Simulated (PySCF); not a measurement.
Molecule: Sn(F)(SiH3), H3FSiSn, SMILES [F][Sn][SiH3]. Atoms near the plane z = 1.2 Å, at the PBE0/def2-SVP optimised geometry (x, y, z in Å): Sn1 (-0.3, -1.6, 0.0), F2 (1.7, -1.6, 0.0), Si3 (-0.3, 1.0, 0.0), H5 (0.4, 1.6, 1.2), H6 (-1.7, 1.6, 0.0).

Calculation: PBE0/def2-TZVP, def2 effective core potentials past Kr in PySCF. The core electrons that the potentials of Sn replace are not part of the density. The values are rescaled to run from 0 to 1.

```
|9999999999999999999999999999999|
|9999999999999999999999999999999|
|9999999999999999999999999999999|
|9999999999999999999999999999999|
|9999999999999999999999999999999|
|9999999999999999999999999999999|
|9999999999999999999999999999999|
|9999999999999999999999999999999|
|9999999999999999889999999999999|
|9999999999999998009999999999999|
|9999999999999998449999999999999|
|9999999999999999899999999999999|
|9999999999999999999999999999999|
|9999999999999999999999999999999|
|9999999999999999999999999999999|
|9999999999999999999999999999999|
|9999999999999999999999999999999|
|9999999999999999999999999999999|
|9999999999999999999999999999999|
|9999999999999999999999999999999|
|9999999999999999999999999999999|
|9999999999999999999999999999999|
|9999999999999999999999999999999|
|9999999999999999999999999999999|
|9999999999999999999999999999999|
|9999999999999999999999999999999|
|9999999999999999999999999999999|
|9999999999999999999999999999999|
|9999999999999999999999999999999|
|9999999999999999999999999999999|
|9999999999999999999999999999999|
```
Scale: ten equal steps from 0.000 (start of '0') to 1.00 (end of '9'), in the order '0123456789'; x runs from -4.00 to 4.00, y from -4.00 (bottom) to 4.00 (top).

Q: Which quantity is mapped?
A) log10 of the electron density
B) deformation density (molecule minus spherical neutral atoms)
C) Laplacian of the electron density
D) electrostatic potential

A: C, Laplacian of the electron density. In full: Laplacian of the electron density (e/bohr⁵), clipped to [-1.50, 1.50].
